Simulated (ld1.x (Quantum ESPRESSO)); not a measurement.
u(r) = r·R(r): atom against pseudo-atom (ruthenium)

Columns: radius, all-electron u(r) and pseudo u(r) of the 5s shell (level -29.03 eV) of ruthenium in the configuration [Ar] 3d10 4s2 4p6 4d5 5s0 5p0; LDA (PZ), scalar-relativistic, TM semilocal scheme, ld1.x (Quantum ESPRESSO) 7.5.

| r (bohr) | all-electron | pseudo |
| --- | --- | --- |
| 0.123 | -0.1367 | 0.0149 |
| 0.245 | 0.2089 | 0.0306 |
| 0.368 | 0.1937 | 0.0482 |
| 0.490 | -0.0543 | 0.0684 |
| 0.613 | -0.2813 | 0.0927 |
| 0.735 | -0.3877 | 0.1219 |
| 0.858 | -0.3752 | 0.1576 |
| 0.980 | -0.2782 | 0.2005 |
| 1.103 | -0.1326 | 0.2520 |
| 1.225 | 0.0297 | 0.3113 |
| 1.348 | 0.1909 | 0.3783 |
| 1.470 | 0.3363 | 0.4494 |
| 1.593 | 0.4617 | 0.5222 |
| 1.715 | 0.5624 | 0.5905 |
| 1.838 | 0.6399 | 0.6506 |
| 1.960 | 0.6943 | 0.6975 |
| 2.083 | 0.7289 | 0.7295 |
| 2.205 | 0.7457 | 0.7457 |
| 2.328 | 0.7474 | 0.7474 |
| 2.450 | 0.7371 | 0.7371 |
| 2.573 | 0.7170 | 0.7170 |
| 2.695 | 0.6896 | 0.6896 |
| 2.818 | 0.6564 | 0.6564 |
| 2.940 | 0.6198 | 0.6198 |
| 3.063 | 0.5805 | 0.5805 |
| 3.185 | 0.5404 | 0.5404 |

**Question.** How many radial nodes do the two functions have?

**Answer.** The all-electron 5s function has n − l − 1 = 4 (the table is too coarse to show those close to the nucleus); the pseudo-wave has 0, since the states of the same l below it are removed with the core.

**Question.** At about which radius was the pseudo-wave matched?

**Answer.** 2.45 bohr. The columns agree to 0.0005 from 2.21 bohr on; several derivatives are matched, so the curves merge somewhat inside the radius.

**Question.** Where does each function peak?

**Answer.** Outermost all-electron maximum near 2.33 bohr, pseudo maximum near 2.33 bohr (to the table’s step).

**Question.** Is the pseudo-wave norm-conserving?

**Answer.** Yes: the TM semilocal scheme keeps the norm inside the radius equal to the all-electron one, which fixes the energy derivative of the logarithmic derivative at the level.
